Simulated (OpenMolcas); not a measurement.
## Rh5+ in a point-charge field

Rh5+ among 6 point charges of -1.7 e arranged as a trigonal prism (D3h), 2.02 Å from the ion, with a polar angle of 59.9° against the regular 49.1°.

```json
{
  "Program": "OpenMolcas",
  "Method": "CASSCF",
  "Basis": "ANO-RCC-VDZP [6s5p3d1f]",
  "Scalar Hamiltonian": "DKH2, point nucleus",
  "Active space": "4 electrons in 5 orbitals (4d)",
  "State averaging": "2S+1 = 5 even, 5 roots; 2S+1 = 3 even, 45 roots; 2S+1 = 1 even, 50 roots",
  "Spin-orbit coupling": "state interaction with AMFI integrals over the reference wave functions"
}
```

The lowest spin-free states (labels of D3, the rotations of D3h), above the lowest:

| State | Degeneracy | E (cm-1) | Free-ion L (%) |
| --- | --- | --- | --- |
| 5E | 2 | 0.0 | D (100) |
| 5E | 2 | 2370 | D (100) |
| 5A1 | 1 | 5872 | D (100) |
| 3A2 | 1 | 20742 | H (85) |
| 3A2 | 1 | 21272 | H (52) |
| 3A1 | 1 | 21287 | H (52) |
| 3E | 2 | 21344 | H (91) |
| 3E | 2 | 22304 | H (89) |
| 3E | 2 | 23325 | H (79) |
| 3E | 2 | 23640 | H (100) |
| 3A2 | 1 | 24102 | P (43) |
| 3E | 2 | 25695 | P (56) |
| 3E | 2 | 26561 | F (76) |
| 3E | 2 | 26686 | F (86) |
| 3A2 | 1 | 27248 | F (56) |
| 3A1 | 1 | 27255 | F (56) |
| 3A2 | 1 | 27780 | F (53) |
| 3E | 2 | 28304 | G (91) |
| 3A1 | 1 | 28391 | G (76) |
| 3A2 | 1 | 28408 | G (77) |

The lowest levels with spin-orbit coupling:

```csv
E (cm-1),Degeneracy,Label,2S+1,g
0.0,1,A1,5,
114.5,1,A2,5,
955.1,2,E,5,0.00 0.00 0.27
1898,2,E,5,0.00 0.00 4.23
2866,1,A1,5,
2866,1,A2,5,
3322,2,E,5,0.00 0.00 5.44
3483,1,A1,5,
3869,2,E,5,0.00 0.00 11.97
4430,1,A2,5,
4618,2,E,5,0.00 0.00 2.38
5044,2,E,5,0.00 0.00 5.93
5708,2,,5,0.00 0.00 9.82
8405,2,E,5,0.00 0.00 7.80
8623,2,E,5,0.00 0.00 3.89
8687,1,A1,5,
20518,1,A1,3,
21304,2,E,3,0.00 0.00 2.21
21717,2,E,3,0.00 0.00 2.26
22961,1,A2,3,
```

Electric-dipole absorption from the lowest level at this geometry, strongest bands:

| E (cm-1) | λ (nm) | Label | f |
| --- | --- | --- | --- |
| 3869 | 2580 | E | 2.78e-06 |
| 5708 | 1750 |  | 1.41e-06 |
| 8405 | 1190 | E | 2.25e-06 |

Powder χT (cm3 K/mol): 0.0131 at 2 K, 0.0655 at 10 K, 0.308 at 50 K, 0.483 at 100 K, 0.66 at 200 K, 0.788 at 300 K. The effective moment at 300 K is 2.828 √(χT) = 2.51 μB.

The lowest level has 2S+1 = 5, for which the spin-only value is χT = S(S+1) / 2 = 3.000 cm3 K/mol (g = 2). The computed 0.788 at 300 K differs by -2.212, through orbital momentum, spin-orbit coupling and any other state in reach.

An orbital doublet at a regular site is open to a Jahn-Teller distortion, which this geometry leaves out. Without dynamic correlation the repulsion within the d shell is too large (B by tens of per cent), so at a given field states of lower spin stand too high. Point charges give a weaker field than real ligands, and real ions of this kind are as a rule low spin; the high spin found here belongs to the model. Point charges carry no covalency, so the field is a model and not that of real ligands. No measured value stands beside these numbers.

The RASSCF and RASSI steps took 24 s on 1 thread of Intel(R) Xeon(R) Platinum 8488C (Sapphire Rapids) (shared host); the integral step is not counted.

With an even number of electrons the g values are those of a degenerate or nearly degenerate non-Kramers pair.
